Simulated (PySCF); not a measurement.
# Electric field gradients and quadrupole coupling constants

Compound: C6H18OSi2.
Structure used (PBE0-D3(BJ)/def2-SVP), in Å, numbered top down from 1:
```
atom  x, y, z in Å
C1     2.1931   -0.5178   -1.5574
Si2    1.5504    0.3527   -0.0251
C3     2.8069    0.2676    1.3590
C4     1.1374    2.1415   -0.4243
O5     0.1762   -0.4292    0.5024
Si6   -1.4683   -0.5597    0.2640
C7    -2.3144    0.9269    1.0342
C8    -2.0279   -2.1371    1.1009
C9    -1.8235   -0.6232   -1.5794
H10    2.3942   -1.5797   -1.3455
H11    1.4582   -0.4702   -2.3765
H12    3.1291   -0.0599   -1.9154
H13    3.7562    0.7443    1.0672
H14    3.0190   -0.7781    1.6308
H15    2.4305    0.7797    2.2583
H16    0.7369    2.6604    0.4611
H17    2.0321    2.6897   -0.7609
H18    0.3845    2.2088   -1.2260
H19   -3.4108    0.8475    0.9586
H20   -2.0088    1.8599    0.5347
H21   -2.0533    1.0133    2.1007
H22   -1.7916   -2.1085    2.1761
H23   -1.5219   -3.0138    0.6677
H24   -3.1149   -2.2819    0.9950
H25   -2.9005   -0.7492   -1.7749
H26   -1.2940   -1.4660   -2.0515
H27   -1.4992    0.3035   -2.0796
```

Field gradients from the PBE0/pcSseg-1 density (PySCF, non-relativistic), principal values in atomic units, ordered |Vxx| ≤ |Vyy| ≤ |Vzz|:

```json
{"atom": "O5", "Vxx": "-0.4143", "Vyy": "-0.6441", "Vzz": "1.0584"}
```

Q: Find the asymmetry η = (Vxx − Vyy)/Vzz and the couplings χ = eQV/h (234.96 MHz × Q in barn × V in au), with Q(17O) = −0.0256 b.

A: 
```json
{"atom": "O5", "environment": "siloxane oxygen", "nucleus": "17O", "η": "0.22", "χzz (MHz)": "-6.37", "χxx (MHz)": "2.49", "χyy (MHz)": "3.87"}
```

The tensor is traceless: Vxx + Vyy + Vzz = 0.

Q: What is Vzz at O5 in SI units (1 au = 9.71736 × 10²¹ V/m²)?

A: 1.0584 au = 10.285 × 10²¹ V/m².

Q: And the gradient at the other heavy atoms, for which no coupling is worked out here?

A: 
```csv
atom,environment,Vzz (au),η
C1,Si-methyl carbon,-0.115,0.08
Si2,oxygen-bound silicon,0.547,0.09
C3,Si-methyl carbon,-0.111,0.11
C4,Si-methyl carbon,-0.119,0.08
Si6,oxygen-bound silicon,0.548,0.08
C7,Si-methyl carbon,-0.115,0.08
C8,Si-methyl carbon,-0.110,0.11
C9,Si-methyl carbon,-0.119,0.08
```

Isolated species at its PBE0-D3(BJ)/def2-SVP geometry, gas phase. With a basis this small, the couplings can be 20 % off.
